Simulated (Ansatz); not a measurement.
An input meant for Cu3H2⁺ (charge 1, singlet; atoms displaced at random, 0.03 Å in each coordinate).

```yaml
crystal:
  periodic: [false, false, false]
  atoms:
    - {symbol: Cu, position_ang: [-0.070888, 0.012222, -0.060901]}
    - {symbol: Cu, position_ang: [0.828759, 1.466587, 1.808931]}
    - {symbol: Cu, position_ang: [-0.403752, -1.754186, -1.758966]}
    - {symbol: H, position_ang: [-0.017344, -0.227940, -1.617406]}
    - {symbol: H, position_ang: [-0.217124, 0.436790, 1.465644]}
basis:
  gaussian: {orbitals: "6-31G*"}
total_charge: -2
magnetization: {spin_polarized: true, initial_magnetization: 1}
hamiltonian: {xc: {name: B3LYP}, dispersion: d3bj}
output: {forces: true}
```

```sh
$ ansatz run in.yaml --threads 4 --pin off --events-out ev --progress --plain --max-ram 3916MiB
```

Shortened log:

```
Functional definition: B3LYP
1045 factors; integrals over basis functions are off by at most 1.0e-3 eV
mean field evaluation 1: about -132880.3755 eV, gradient 4.6e2 eV
mean field evaluation 2: about -132891.0383 eV, gradient 4.3e2 eV
mean field evaluation 4: about -132514.2840 eV, gradient 3.2e2 eV
mean field evaluation 8: about -133706.6023 eV, gradient 2.3e2 eV
mean field evaluation 16: about -133928.0808 eV, gradient 8.4e0 eV
mean field evaluation 32: about -133928.7136 eV, gradient 3.5e-5 eV
mean field evaluation 64: about -133928.4646 eV, gradient 6.3e-1 eV
mean field evaluation 96: about -133928.6725 eV, gradient 7.2e-2 eV
a density is far from that of the atoms, so the factors are made again for it
1113 factors; integrals over basis functions are off by at most 4.1e-4 eV
mean field -133928.71362255 eV, -4921.7894454862 hartree, gradient 1.0e-5 eV, S^2 0.915540; 0 other end points of the search recorded, 0 dependent functions left out
reference -133928.71381610 eV, -4921.7894525990 hartree; 46, 45 occupied and 66, 67 virtual orbitals, 1113 factors
Total energy: -133928.93132757 eV, -4921.7974459982 hartree
Atom 0 at    -0.070888     0.012222    -0.060901 Å, force     0.103615     0.000464     0.013789 eV/Å
Atom 1 at     0.828759     1.466587     1.808931 Å, force     0.203267    -0.330661    -0.959490 eV/Å
Atom 2 at    -0.403752    -1.754186    -1.758966 Å, force     0.207077     0.646627     1.115606 eV/Å
Atom 3 at    -0.017344    -0.227940    -1.617406 Å, force     0.153276     0.381339    -0.095067 eV/Å
Atom 4 at    -0.217124     0.436790     1.465644 Å, force    -0.667235    -0.697769    -0.074838 eV/Å
Dipole moment:    -0.227058     0.249056    -0.008810 e Å
```

Task: What is wrong with this run?

Result: The charge is far from what the species holds (-2 typed, 1 meant). The run converged. The result belongs to that input, not to the species as meant. The highest occupied level of an anion often lies above zero with these methods, and sets without diffuse functions describe the outer electron poorly. The charge -2 doublet is spin-contaminated (final ⟨S²⟩ up to 0.92, 0.75 for a pure state).
